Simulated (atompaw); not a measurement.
**Reading a pseudo-wave (Pt (Z = 78))**

Columns: radius, all-electron u(r) and pseudo u(r) of the 5s shell (level -101.88 eV) of platinum in the configuration [Kr] 4d10 4f14 5s2 5p6 5d9 6s1 6p0; PBEsol, scalar-relativistic, PAW (atompaw) scheme, atompaw 4.2.0.5.

```tsv
r (bohr)	all-electron	pseudo
0.081	-0.0005	0.2745
0.162	0.4012	0.5364
0.242	-0.2946	0.7718
0.323	-0.6786	0.9769
0.404	-0.4913	1.1420
0.485	-0.0234	1.2632
0.565	0.4595	1.3393
0.646	0.8435	1.3742
0.727	1.0883	1.3708
0.808	1.2065	1.3351
0.888	1.2274	1.2741
0.969	1.1814	1.1922
1.050	1.0940	1.0946
1.131	0.9850	0.9850
1.212	0.8684	0.8684
1.292	0.7548	0.7548
1.373	0.6467	0.6467
1.454	0.5485	0.5485
1.535	0.4617	0.4617
1.615	0.3868	0.3868
1.696	0.3216	0.3216
1.777	0.2663	0.2663
1.858	0.2196	0.2196
1.938	0.1810	0.1810
2.019	0.1485	0.1485
2.100	0.1215	0.1215
```

Task: How many radial nodes do the two functions have?

Result: The all-electron 5s function has n − l − 1 = 4 (the table is too coarse to show those close to the nucleus); the pseudo-wave has 0, since the states of the same l below it are removed with the core.

Task: At about which radius was the pseudo-wave matched?

Result: 1.10 bohr, where the columns begin to agree (steps of 0.08 bohr).

Task: Where does each function peak?

Result: Outermost all-electron maximum near 0.89 bohr, pseudo maximum near 0.65 bohr (to the table’s step).

Task: Is the pseudo-wave norm-conserving?

Result: No, it belongs to a PAW set: the norm inside the radius is not constrained, and the difference is carried by the augmentation charge.
